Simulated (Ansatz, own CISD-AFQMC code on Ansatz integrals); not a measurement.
C3H2, SMILES `[C]=C=C` (charge 0, multiplicity 1).

Cartesian coordinates (Å):
```xyz
5

C      2.0278     0.0366    -0.1956
C      0.7577     0.0155    -0.0251
C     -0.5493    -0.0060     0.1512
H     -1.1509     0.8964     0.0625
H     -1.0764    -0.9270     0.3921
```
Charge 0, multiplicity 1.

Frozen-core energies in cc-pVTZ from Ansatz (a quantum-chemistry and plane-wave program) at a geometry from PBE0-D3(BJ)/def2-TZVP; the HF reference has <S^2> = 0.00 (restricted, and unstable towards unrestricted orbitals) and the T1 diagnostic is 0.018.

```csv
level,energy (Ha)
HF,-114.63252
MP2,-115.06146
CCSD,-115.08755
CCSD(T),-115.11330
```

Estimate the energies of CCSDT, phaseless AFQMC, CISD trial (own CISD-AFQMC code on Ansatz integrals; ±0.40 mHa) and CCSDT(Q), and give each level's difference from CCSDT(Q).


```json
[
 {"level": "MP2", "energy (Ha)": "-115.06146", "difference from CCSDT(Q) (mHa)": "54.52"},
 {"level": "CCSD", "energy (Ha)": "-115.08755", "difference from CCSDT(Q) (mHa)": "28.43"},
 {"level": "CCSD(T)", "energy (Ha)": "-115.11330", "difference from CCSDT(Q) (mHa)": "2.68"},
 {"level": "CCSDT", "energy (Ha)": "-115.11396", "difference from CCSDT(Q) (mHa)": "2.02"},
 {"level": "phaseless AFQMC, CISD trial (own CISD-AFQMC code on Ansatz integrals; ±0.40 mHa)", "energy (Ha)": "-115.11450", "difference from CCSDT(Q) (mHa)": "1.48"},
 {"level": "CCSDT(Q)", "energy (Ha)": "-115.11598", "difference from CCSDT(Q) (mHa)": "0.00"}
]
```
